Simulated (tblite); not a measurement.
Species: C7H12Ge.
Numbering: `[CH:1]#[C:2][CH2:3][CH2:4][CH2:5][C:6](=[CH2:7])[GeH3:8]` (hydrogens: H9 on C1; H10, H11 on C3; H12, H13 on C4; H14, H15 on C5; H16, H17 on C7; H18, H19, H20 on Ge8)

Computed with GFN2-xTB (tblite), gas phase: L-BFGS steps from a force-field or distance-geometry start until the largest atomic force falls under 0.01 eV/Å.

At the end of the run (lengths in Å): Ge8–H19 1.494, Ge8–H18 1.497, Ge8–H20 1.497, C6–Ge8 1.959, C4–H13 1.093, C6=C7 1.325, C4–C5 1.528, C5–C6–Ge8 117.1°, C3–C4–C5 112.1°, C7–C6–Ge8 120.7°, C5–C6–C7 122.2°, C2–C3–C4–C5 179°, C3–C4–C5–C6 -179°, C4–C5–C6–C7 -119°, H14–C5–C6–C7 3°, H18–Ge8–C6–C5 39°.

Task: These geometries were met on the way; a selection of coordinates is given. Order them by energy above the end point, lowest first.
A. Ge8–H19 1.494, Ge8–H18 1.496, Ge8–H20 1.497, C6–Ge8 1.962, C4–H13 1.092, C6=C7 1.325, C4–C5 1.529, C5–C6–Ge8 116.7°, C3–C4–C5 111.6°, C7–C6–Ge8 121.3°, C5–C6–C7 121.9°, C2–C3–C4–C5 -164°, C3–C4–C5–C6 -179°, C4–C5–C6–C7 -96°, H14–C5–C6–C7 25°, H18–Ge8–C6–C5 1°
B. Ge8–H19 1.492, Ge8–H18 1.493, Ge8–H20 1.491, C6–Ge8 1.951, C4–H13 1.093, C6=C7 1.325, C4–C5 1.531, C5–C6–Ge8 119.1°, C3–C4–C5 111.3°, C7–C6–Ge8 119.1°, C5–C6–C7 121.8°, C2–C3–C4–C5 180°, C3–C4–C5–C6 -179°, C4–C5–C6–C7 -73°, H14–C5–C6–C7 48°, H18–Ge8–C6–C5 1°
C. Ge8–H19 1.557, Ge8–H18 1.558, Ge8–H20 1.546, C6–Ge8 1.915, C4–H13 1.116, C6=C7 1.340, C4–C5 1.544, C5–C6–Ge8 119.9°, C3–C4–C5 110.3°, C7–C6–Ge8 119.5°, C5–C6–C7 120.6°, C2–C3–C4–C5 180°, C3–C4–C5–C6 -178°, C4–C5–C6–C7 -74°, H14–C5–C6–C7 49°, H18–Ge8–C6–C5 -1°
D. Ge8–H19 1.499, Ge8–H18 1.496, Ge8–H20 1.491, C6–Ge8 1.962, C4–H13 1.093, C6=C7 1.324, C4–C5 1.529, C5–C6–Ge8 116.8°, C3–C4–C5 111.9°, C7–C6–Ge8 120.3°, C5–C6–C7 122.9°, C2–C3–C4–C5 -173°, C3–C4–C5–C6 -174°, C4–C5–C6–C7 -109°, H14–C5–C6–C7 12°, H18–Ge8–C6–C5 7°
E. Ge8–H19 1.518, Ge8–H18 1.517, Ge8–H20 1.513, C6–Ge8 1.988, C4–H13 1.086, C6=C7 1.308, C4–C5 1.533, C5–C6–Ge8 118.3°, C3–C4–C5 111.6°, C7–C6–Ge8 118.9°, C5–C6–C7 122.8°, C2–C3–C4–C5 180°, C3–C4–C5–C6 -179°, C4–C5–C6–C7 -72°, H14–C5–C6–C7 49°, H18–Ge8–C6–C5 0°

Result: D (0.033 eV), A (0.056 eV), B (0.092 eV), E (0.150 eV), C (0.250 eV).

```json
{"step": "89", "E above end (eV)": "0.033", "rms distance from the end, all atoms (Å)": "0.355", "largest force (eV/Å)": "0.097", "rms shift of all bonds from the end (Å)": "0.002"}
{"step": "56", "E above end (eV)": "0.056", "rms distance from the end, all atoms (Å)": "0.548", "largest force (eV/Å)": "0.047", "rms shift of all bonds from the end (Å)": "0.001"}
{"step": "9", "E above end (eV)": "0.092", "rms distance from the end, all atoms (Å)": "0.716", "largest force (eV/Å)": "0.095", "rms shift of all bonds from the end (Å)": "0.003"}
{"step": "2", "E above end (eV)": "0.150", "rms distance from the end, all atoms (Å)": "0.718", "largest force (eV/Å)": "1.420", "rms shift of all bonds from the end (Å)": "0.012"}
{"step": "0", "E above end (eV)": "0.250", "rms distance from the end, all atoms (Å)": "0.720", "largest force (eV/Å)": "1.328", "rms shift of all bonds from the end (Å)": "0.028"}
```

Rows stand in the order of the answer.
